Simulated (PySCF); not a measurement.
# Computed vibrations of [NdH3(H2O)]−

[NdH3(H2O)]− (singlet in the valence; each metal's 4f electrons, 4 of them, lie in its core potential, out of spins and levels). PySCF 2.14.0, RKS PBE0, Nd lcecp-0-SVP with ECP50, H def2-SVP, O def2-SVP; non-relativistic Hamiltonian with scalar-relativistic core potentials where named; density fitting; no spin-orbit coupling. Central differences of gradients.

```xyz
7

Nd    0.0896   -0.1951    0.1951
H     0.7228    2.1008    0.5352
H    -0.7084   -1.7889    1.7889
H     0.7228   -0.5352   -2.1008
O    -0.8151    1.5530   -1.5530
H    -0.2088    2.0802   -0.9686
H    -0.2088    0.9686   -2.0802
```

Run from Python with OMP_NUM_THREADS=2. Where DIIS fails, smearing, a level shift and second-order steps follow.
It took 51 s on 2 threads of Arm Neoverse V1, with other jobs on the host.

Q: What are the harmonic wavenumbers and infrared intensities?

A: Modes are labelled in Cs; negative numbers are unstable modes, those under 60 cm⁻¹ near the noise; a finer grid moves soft modes by up to 10 cm⁻¹.
```json
{"cm⁻¹": "158", "km/mol": "328.1", "symmetry": "a'"}
{"cm⁻¹": "180", "km/mol": "5.1", "symmetry": "a''"}
{"cm⁻¹": "233", "km/mol": "104.6", "symmetry": "a'"}
{"cm⁻¹": "322", "km/mol": "391.1", "symmetry": "a''"}
{"cm⁻¹": "409", "km/mol": "443.1", "symmetry": "a'"}
{"cm⁻¹": "534", "km/mol": "950.3", "symmetry": "a'"}
{"cm⁻¹": "716", "km/mol": "28.6", "symmetry": "a''"}
{"cm⁻¹": "798", "km/mol": "53.8", "symmetry": "a'"}
{"cm⁻¹": "834", "km/mol": "592.7", "symmetry": "a''"}
{"cm⁻¹": "934", "km/mol": "1241.9", "symmetry": "a'"}
{"cm⁻¹": "1013", "km/mol": "440.6", "symmetry": "a''"}
{"cm⁻¹": "1061", "km/mol": "122.9", "symmetry": "a'"}
{"cm⁻¹": "1642", "km/mol": "51.8", "symmetry": "a'"}
{"cm⁻¹": "3313", "km/mol": "316.1", "symmetry": "a'"}
{"cm⁻¹": "3345", "km/mol": "550.1", "symmetry": "a''"}
```

Q: Is this a minimum?

A: Yes. Ideal gas at 298.15 K and 1 bar: S = 328.9 J/(mol K), Cp = 87.8 J/(mol K), H − H(0 K) = 17.8 kJ/mol (rigid rotor, harmonic modes, spin degeneracy alone, that of the 4f electrons in the core included).

An lcecp potential fixes the number of 4f electrons, so in runs with it no electron can move into or out of that shell; real Nd(II) is rare or takes another configuration.
